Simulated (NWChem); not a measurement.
# Si$_{4}$H$_{9}$, doublet; SMILES [SiH3][Si]([SiH3])[SiH3]

All runs: NWChem. Spin-unrestricted. In the optimisation the excess spin sits in a (C3, its own frame). All runs use the structure optimised with PBE0/def2-SVP, spin-unrestricted. No stability test was run on the SCF state. Level: PBE0/def2-SVP with SMD (1 M gas to 1 M solution), gas-phase geometry. Reactions with the solvent are ignored.

Q: Among these, which solvent gives the highest value of “cavity-dispersion-structure term (kcal/mol)”?
A. water
B. 1-octanol
C. acetonitrile
D. methanol

A: A, water. Values: methanol -0.3; 1-octanol 0.0; acetonitrile 0.3; water 4.9
